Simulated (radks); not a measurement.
Results of a calculation; reference values are marked as such.
Effect of the nuclear size on neutral xenon, [Xe]. Level of theory: Dirac Kohn-Sham, relativistic LDA (MacDonald-Vosko exchange, VWN5 correlation), spin-unpolarised, spherical densities, finite nucleus; Fermi nuclear charge, rms radius 4.7859 fm (a radial shooting solver on a logarithmic mesh with Libxc functionals). The rms radius is varied about that value; shifts are against it.

rms radius (fm)  total energy shift (eV)  density at nucleus (e/bohr^3)  1s1/2 shift (meV)  2s1/2 shift (meV)  4p1/2 shift (meV)  5s1/2 shift (meV)  5p3/2 shift (meV)
3.9675                             -2.07                      2.775e+05               -861               -102              0.300             -0.593              0.054
4.5227                            -0.701                      2.711e+05               -291              -34.5              0.101             -0.201              0.018
4.7859                                 0                      2.684e+05              0.000              0.000              0.000              0.000              0.000
5.2453                              1.30                       2.64e+05                541               64.0             -0.188              0.372             -0.034
5.5516                              2.22                      2.613e+05                924                109             -0.322              0.636             -0.058

Slopes of the eigenvalues against <r^2> in GHz/fm^2, as finite differences over the two radii next to the reference (eigenvalue slopes, not the field-shift constants of lines): 1s1/2 28500, 2s1/2 3370, 4p1/2 -9.93, 5s1/2 19.6, 5p3/2 -1.80.
